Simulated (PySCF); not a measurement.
A structure optimised at PBE0-D3(BJ)/def2-SVP, used in a PySCF frequency run:

```xyz
10

B     -0.0984    -0.4488     0.0000
C      0.0797     1.0887     0.0000
C      0.2201     2.2983     0.0000
H      0.3495     3.3660     0.0000
C      1.1346    -1.4144     0.0000
H      0.8380    -2.4727     0.0000
H      1.7712    -1.2199    -0.8793
H      1.7712    -1.2199     0.8793
O     -1.3513    -0.9695     0.0000
H     -2.0339    -0.2894     0.0000
```

Question: Write its SMILES, formula and point group.

Answer: C#CB(C)O, C3H5BO, Cs

Question: What are its rotational constants (standard atomic weights)?

Answer: 8.7210, 3.5747, 2.5757 GHz
